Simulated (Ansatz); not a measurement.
Species: GaBr2, charge 1, multiplicity 1. SMILES: [Br][Ga+][Br]
Geometry: optimised at B3LYP-D3(BJ)/def2-TZVP (Ansatz, an electronic-structure program).

Wanted: vertical electron affinity to the doublet, in eV. Terms: no spin-orbit coupling; no dispersion term unless named; 6-31G* and kin with 6d, 5d where marked; each state is the SCF solution reached for its charge and spin; open shells spin-unrestricted; non-relativistic; LANL2DZ with its own core potentials from Na on. First-principles rows: single points at B3LYP-D3(BJ) geometries (Ansatz). The spin state of an ion or metal species was assumed, not searched.

| level | program | vertical electron affinity to the doublet (eV) |
|---|---|---|
| B3LYP/STO-3G | Ansatz | 4.35 |
| B3LYP/3-21G | Ansatz | 6.61 |
| B3LYP/LANL2DZ | Ansatz | 7.19 |
| B3LYP/6-31G* | Ansatz | 6.93 |
| B3LYP/def2-TZVPD | Ansatz | 6.86 |

No value to compare with is used here. The 4 habitual levels span 4.35 (B3LYP/STO-3G) to 7.19 eV (B3LYP/LANL2DZ); B3LYP/def2-TZVPD gives 6.86.

The sets are all those run for this method; left out are runs that failed, that the program found above a lower state of the same kind, or whose <S^2> lies over 0.5 above the pure value.
